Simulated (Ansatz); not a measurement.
`NB(S)Cl` + H₂ → `NBCl` + H₂S at 400 K and 1 bar (hydrogenolysis of a B–S bond).

Isolated molecules relaxed with PBE0-D4/def2-TZVP in Ansatz; ΔE leaves out vibrations. CCSD(T)/CBS adds triple-zeta CCSD(T) − MP2 to the extrapolated MP2 energy (def2 sets, frozen cores). This one scheme is used for every species. One conformer a species, not always the lowest.

```csv
species,CCSD(T)/CBS energy (Eh),H − E (kJ/mol),S (J/(mol·K))
`NB(S)Cl`,-938.97645,136.8,334.6
H₂,-1.17544,38.0,139.0
`NBCl`,-541.16722,127.6,286.9
H₂S,-398.97279,53.4,215.9
```

H − E and S are ideal-gas, rigid-rotor, harmonic terms from PBE0-D4/def2-TZVP, for one conformer and one mirror image of each species. The MP2-based limit puts H₂ 0.8 mEh under its directly extrapolated value; such offsets cancel only in part. 1 Eh = 2625.50 kJ/mol, R = 8.31446 J/(mol·K).

Q: By hand: ΔE, ΔH, ΔS and ΔG.

A: ΔE = (-541.16722) + (-398.97279) − (-938.97645) − (-1.17544) = 0.01188 Eh = 31.2 kJ/mol. Δ(H − E) = 127.6 + 53.4 − 136.8 − 38.0 = 6.2, so ΔH = 37.4 kJ/mol. ΔS = 286.9 + 215.9 − 334.6 − 139.0 = 29.2 J/(mol·K). ΔG = 37.4 − 400 × (29.2)/1000 = 25.7 kJ/mol.

Q: By hand: the equilibrium constant, and the temperature at which ΔG would vanish if ΔH and ΔS stayed fixed.

A: log₁₀ K = −ΔG/(RT ln 10) = -3.4. ΔG = 0 at ΔH/ΔS = 1281 K.

ΔH outweighs TΔS. A doubt of 5 kJ/mol in ΔE shifts log₁₀ K by 0.7 here. Other conformers and mirror images would add mixing entropy, several J/(mol·K) or more a flexible species. These are equilibria of isolated gas molecules and say nothing of rates. Largest T1 diagnostic: 0.011 (customary marks: 0.02 for closed shells, 0.045 for open ones).
